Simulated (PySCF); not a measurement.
Si(Cl)(Br)(OH)(OMe) (CH4BrClO2Si), SMILES CO[Si](O)(Cl)Br. Geometry optimised at B3LYP-D3(BJ)/def2-SVP. Other conformers were not sampled.

Computed equilibrium geometry at B3LYP-D3(BJ)/def2-SVP (PySCF confirms it by a frequency run) as a Z-matrix (one conformer of several):
```
O
C 1 1.4176
H 2 1.0994 1 108.01
H 2 1.1029 3 108.88 1 -120.86
H 2 1.1035 3 108.75 4 -118.41
Si 1 1.6305 2 126.15 3 179.14
O 6 1.6448 1 109.03 2 62.67
H 7 0.9649 6 118.31 1 -171.09
Cl 6 2.0507 1 107.31 2 -175.96
Br 6 2.2355 1 110.67 2 -57.52
```
